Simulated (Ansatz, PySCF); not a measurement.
Molecule: CBrClF, charge 0, multiplicity 2. It need not be the lowest isomer of its formula. 
Structure (B3LYP-D3(BJ)/def2-TZVP (Ansatz, a program for electronic structure) minimum search):
SMILES: F[C](Cl)Br
```xyz
4

F     -0.7414     1.5885    -0.5581
C     -0.5663     0.4987     0.1785
Cl    -1.8772    -0.6112     0.0672
Br     1.1995    -0.1971     0.0803
```
Charge 0, spin multiplicity 2.

Quantity: atomisation energy (electronic, to ground-state atoms), in eV. Correlated levels leave the core frozen unless marked. Open shells are spin-unrestricted. Spin-orbit coupling is left out. Frozen are the shells of the preceding noble gas and the d and f shells that filled before the atom's block. Non-relativistic. The coupled-cluster limit lacks core correlation, which all-electron functionals hold. CBS(X,Y): correlation extrapolated as X^-3; Hartree-Fock from the larger set. The bracket is a focal-point correction in the basis named.

```
level                                                              program  atomisation energy (eV)  minus last row
----------------------------------------------------------  --------------  -----------------------  --------------
HF/def2-SVPD                                                        Ansatz                     6.81           -4.48
PBE-D3(BJ)/def2-TZVPD                                       Ansatz + dftd3                    12.52            1.23
PBE0/STO-3G                                                         Ansatz                    12.85            1.56
PBE0/6-31G*                                                         Ansatz                    11.61            0.32
PBE0/def2-QZVPP                                                     Ansatz                    11.71            0.42
TPSSh-D4/def2-TZVPD                                          PySCF + dftd4                    11.59            0.30
RI-MP2/def2-QZVPPD                                                  Ansatz                    11.84            0.55
SCS-MP2/6-31G*                                                      Ansatz                    10.26           -1.03
CCSD/6-31G                                                          Ansatz                     7.60           -3.69
RI-MP2/CBS(def2-TZVPP,def2-QZVPP)+[CCSD(T)-MP2]/def2-TZVPP          Ansatz                    11.29            0.00
```
